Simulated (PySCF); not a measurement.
CH6ClGeN. Atoms are numbered in the order given.

```xyz
10

C     -1.4941    -1.2993    -0.1123
Ge     0.0243    -0.1182    -0.4318
N      1.5791    -1.0950    -0.3025
Cl    -0.0977     1.4905     1.0834
H     -1.5077    -2.1059    -0.8708
H     -1.4123    -1.7483     0.8965
H     -2.4377    -0.7243    -0.1666
H      0.0393     0.5900    -1.8081
H      1.6849    -1.5703     0.6020
H      2.4268    -0.5376    -0.4612
```

Coordinates come from a PBE-D3(BJ)/def2-SVP optimisation. The structure was generated by enumeration; whether it is a known compound was not checked. Other conformers were not sampled.

Level of theory: PBE-D3(BJ)/def2-SVP in PySCF.

Frequencies are harmonic and unscaled.

| mode | ν (cm⁻¹) | IR (km/mol) | moving atoms (share of kinetic energy) |
|---|---|---|---|
| 1 | 98 | 0.1 | H 98 % |
| 2 | 152 | 5.6 | C 33 %, Cl 25 %, H 24 %, Ge 13 % |
| 3 | 176 | 3.7 | H 37 %, N 33 %, C 14 %, Ge 8 % |
| 4 | 189 | 5.9 | Ge 28 %, N 25 %, H 24 %, Cl 14 %, C 9 % |
| 5 | 250 | 33.7 | H 81 %, N 13 % |
| 6 | 381 | 51.8 | Cl 68 %, Ge 30 % |
| 7 | 566 | 177.9 | H 61 %, N 37 % |
| 8 | 596 | 7.4 | C 60 %, H 26 %, Ge 12 % |
| 9 | 605 | 59.6 | H 86 % |
| 10 | 685 | 22.3 | H 56 %, N 30 %, Ge 12 % |
| 11 | 713 | 21.3 | H 71 %, N 21 % |
| 12 | 791 | 77.6 | H 80 %, C 17 % |
| 13 | 816 | 46.0 | H 82 %, C 16 % |
| 14 | 896 | 29.0 | H 86 %, N 11 % |
| 15 | 1206 | 8.3 | H 80 %, C 20 % |
| 16 | 1378 | 4.3 | H 96 % |
| 17 | 1383 | 3.2 | H 96 % |
| 18 | 1505 | 19.2 | H 91 %, N 9 % |
| 19 | 2098 | 112.7 | H 99 % |
| 20 | 2991 | 1.4 | H 97 % |
| 21 | 3100 | 1.2 | H 90 %, C 10 % |
| 22 | 3107 | 0.9 | H 90 %, C 10 % |
| 23 | 3440 | 13.1 | H 96 % |
| 24 | 3535 | 15.3 | H 92 %, N 8 % |
